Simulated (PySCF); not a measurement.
Compound: C5H11N3Si.
Numbering: `[CH3:1][Si:2]([CH3:3])([CH3:4])[c:5]1[cH:6][n:7][n:8][nH:9]1` (hydrogens: H10, H11, H12 on C1; H13, H14, H15 on C3; H16, H17, H18 on C4; H19 on C6; H20 on N9)

The same species was optimised twice, with GFN2-xTB and with PBE0-D3(BJ)/def2-SVP (PySCF), and the same property calculations (PySCF, gas phase) were run on both structures.

| coordinate | GFN2-xTB | PBE0-D3(BJ)/def2-SVP | change |
| --- | --- | --- | --- |
| Si2–C3 (Å) | 1.907 | 1.878 | -0.029 |
| Si2–C4 (Å) | 1.908 | 1.881 | -0.027 |
| C1–Si2 (Å) | 1.902 | 1.875 | -0.027 |
| C6–N7 (Å) | 1.343 | 1.356 | +0.013 |
| N7–N8 (Å) | 1.278 | 1.290 | +0.012 |
| C5–N9 (Å) | 1.357 | 1.360 | +0.003 |
| C5–C6 (Å) | 1.385 | 1.387 | +0.002 |
| Si2–C5 (Å) | 1.883 | 1.881 | -0.002 |
| N8–N9 (Å) | 1.327 | 1.329 | +0.002 |
| C5–N9–N8 (°) | 111.4 | 112.9 | +1.5 |
| Si2–C5–N9 (°) | 125.0 | 126.2 | +1.2 |
| C3–Si2–C5 (°) | 108.1 | 109.1 | +1.0 |
| N7–N8–N9 (°) | 108.2 | 107.3 | -0.9 |
| C1–Si2–C5 (°) | 108.3 | 107.4 | -0.9 |
| C6–C5–N9 (°) | 102.2 | 101.3 | -0.9 |
| C1–Si2–C4 (°) | 110.5 | 111.3 | +0.8 |
| C3–Si2–C4 (°) | 110.8 | 110.2 | -0.6 |
| C1–Si2–C5–C6 (°) | 25 | 29 | +4 |

Rotational constants: A = 2339, B = 891.1, C = 820.7 MHz (GFN2-xTB) against A = 2385, B = 892.7, C = 819.5 MHz (PBE0-D3(BJ)/def2-SVP). Point groups within 0.08 Å: C1 and C1.

On the GFN2-xTB structure: HOMO (eV) -7.45 [PBE0/pcSseg-1]; LUMO (eV) -0.20 [PBE0/pcSseg-1]; dipole (D) 5.05 [PBE0/pcSseg-1]; GIAO shielding of C1/C3/C4 (mean) (ppm) 187.4 [PBE0/pcSseg-1]; GIAO shielding of Si2 (ppm) 361.8 [PBE0/pcSseg-1]; GIAO shielding of C5 (ppm) 48.3 [PBE0/pcSseg-1]; GIAO shielding of C6 (ppm) 45.3 [PBE0/pcSseg-1]; GIAO shielding of N7 (ppm) -116.6 [PBE0/pcSseg-1]; GIAO shielding of N8 (ppm) -139.6 [PBE0/pcSseg-1]; GIAO shielding of N9 (ppm) 9.8 [PBE0/pcSseg-1].

Problem. What do these properties become on the PBE0-D3(BJ)/def2-SVP structure?

Solution. 
```json
{"property": "HOMO (eV)", "level": "PBE0/pcSseg-1", "on GFN2-xTB": "-7.45", "on PBE0-D3(BJ)/def2-SVP": "-7.46", "change": "-0.01"}
{"property": "LUMO (eV)", "level": "PBE0/pcSseg-1", "on GFN2-xTB": "-0.20", "on PBE0-D3(BJ)/def2-SVP": "-0.22", "change": "-0.02"}
{"property": "dipole (D)", "level": "PBE0/pcSseg-1", "on GFN2-xTB": "5.05", "on PBE0-D3(BJ)/def2-SVP": "5.14", "change": "+0.09"}
{"property": "energy, GFN2-xTB geometry as zero (kcal/mol)", "level": "PBE0/pcSseg-1", "on GFN2-xTB": "0.0", "on PBE0-D3(BJ)/def2-SVP": "-1.6", "change": "-1.6"}
{"property": "GIAO shielding of C1/C3/C4 (mean) (ppm)", "level": "PBE0/pcSseg-1", "on GFN2-xTB": "187.4", "on PBE0-D3(BJ)/def2-SVP": "185.3", "change": "-2.1"}
{"property": "GIAO shielding of Si2 (ppm)", "level": "PBE0/pcSseg-1", "on GFN2-xTB": "361.8", "on PBE0-D3(BJ)/def2-SVP": "363.2", "change": "+1.4"}
{"property": "GIAO shielding of C5 (ppm)", "level": "PBE0/pcSseg-1", "on GFN2-xTB": "48.3", "on PBE0-D3(BJ)/def2-SVP": "49.1", "change": "+0.8"}
{"property": "GIAO shielding of C6 (ppm)", "level": "PBE0/pcSseg-1", "on GFN2-xTB": "45.3", "on PBE0-D3(BJ)/def2-SVP": "41.7", "change": "-3.6"}
{"property": "GIAO shielding of N7 (ppm)", "level": "PBE0/pcSseg-1", "on GFN2-xTB": "-116.6", "on PBE0-D3(BJ)/def2-SVP": "-126.8", "change": "-10.2"}
{"property": "GIAO shielding of N8 (ppm)", "level": "PBE0/pcSseg-1", "on GFN2-xTB": "-139.6", "on PBE0-D3(BJ)/def2-SVP": "-142.7", "change": "-3.1"}
{"property": "GIAO shielding of N9 (ppm)", "level": "PBE0/pcSseg-1", "on GFN2-xTB": "9.8", "on PBE0-D3(BJ)/def2-SVP": "8.5", "change": "-1.3"}
```

The heavy atoms differ by 0.043 Å rms after alignment. Among bonds between heavy atoms Si2–C3 changes most (-0.029 Å). Changes are differences of the printed values. Neither structure is proved a minimum here.

The values belong to the conformer `[CH3:1][Si:2]([CH3:3])([CH3:4])[c:5]1[cH:6][n:7][n:8][nH:9]1`: C1–Si2–C5–C6 29°.
